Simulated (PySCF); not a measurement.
## Worked example: entropy of an ideal gas

C2H6Se, SMILES CC[SeH].

The structure is a stationary point at TPSSh-D3(BJ)/def2-SVP. The values are those of a single conformer.

TPSSh-D3(BJ)/def2-SVP (PySCF) gives the harmonic wavenumbers 184, 253, 279, 550, 686, 811, 977, 1039, 1079, 1260, 1265, 1404, 1466, 1481, 1490, 2422, 3026, 3070, 3107, 3120, 3140 cm⁻¹ and the rotational temperatures 1.3077, 0.1716, 0.1614 K. The molar mass is 109.04 g/mol, the symmetry number 1, the spin multiplicity 1.

Question: Work out the entropy at 298.15 K and 1 atm in the rigid-rotor, harmonic-oscillator model.

Answer: 
Translation (Sackur–Tetrode at 1 atm): S = R[1.5 ln M + 2.5 ln T − 1.16487] = 167.3 J/(mol K).
Rotation: q = (√π/σ) T^1.5/√(θA θB θC) = 47900, S = R[ln q + 3/2] = 102.1 J/(mol K).
Vibration: with u = 1.4388 ν/T, each mode gives R[u/(e^u − 1) − ln(1 − e^−u)]:
```json
[
 {"ν (cm⁻¹)": "184", "modes": "1", "u": "0.89", "S (J/(mol K))": "9.57"},
 {"ν (cm⁻¹)": "253", "modes": "1", "u": "1.22", "S (J/(mol K))": "7.15"},
 {"ν (cm⁻¹)": "279", "modes": "1", "u": "1.35", "S (J/(mol K))": "6.44"},
 {"ν (cm⁻¹)": "550", "modes": "1", "u": "2.65", "S (J/(mol K))": "2.28"},
 {"ν (cm⁻¹)": "686", "modes": "1", "u": "3.31", "S (J/(mol K))": "1.35"},
 {"ν (cm⁻¹)": "811", "modes": "1", "u": "3.91", "S (J/(mol K))": "0.83"},
 {"ν (cm⁻¹)": "977", "modes": "1", "u": "4.71", "S (J/(mol K))": "0.43"},
 {"ν (cm⁻¹)": "1039", "modes": "1", "u": "5.01", "S (J/(mol K))": "0.33"},
 {"ν (cm⁻¹)": "1079", "modes": "1", "u": "5.21", "S (J/(mol K))": "0.28"},
 {"ν (cm⁻¹)": "1260", "modes": "1", "u": "6.08", "S (J/(mol K))": "0.13"},
 {"ν (cm⁻¹)": "1265", "modes": "1", "u": "6.10", "S (J/(mol K))": "0.13"},
 {"ν (cm⁻¹)": "1404", "modes": "1", "u": "6.78", "S (J/(mol K))": "0.07"},
 {"ν (cm⁻¹)": "1466", "modes": "1", "u": "7.07", "S (J/(mol K))": "0.06"},
 {"ν (cm⁻¹)": "1481", "modes": "1", "u": "7.15", "S (J/(mol K))": "0.05"},
 {"ν (cm⁻¹)": "1490", "modes": "1", "u": "7.19", "S (J/(mol K))": "0.05"}
]
```
The stiffer modes add less than 0.005 each. Sum 29.2 J/(mol K).
Spin: R ln 1 = 0.0 J/(mol K).
Total 298.5 J/(mol K); the program's own thermochemistry gives 298.5. Translation makes up 56 % and vibration 10 %. Anharmonicity, hindered rotation and orbital degeneracy are left out.
